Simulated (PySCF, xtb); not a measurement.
Ga(Me)2(Cl) (C2H6ClGa), SMILES [CH3][Ga]([CH3])[Cl].

GFN2-xTB (xtb) at its own geometry gives an orbital gap of 4.36 eV and a dipole moment of 2.90 D.

Geometry optimised at B3LYP-D3(BJ)/def2-SVP. The isomer is the one that the SMILES or the coordinates give; other isomers of the formula were not compared.

Problem. What does PBE/def2-TZVP (PySCF) give? (Estimate from the structure and the level; the computed values follow.)

Solution. gap 4.83 eV (levels -6.56 and -1.73 eV), dipole 2.76 D.
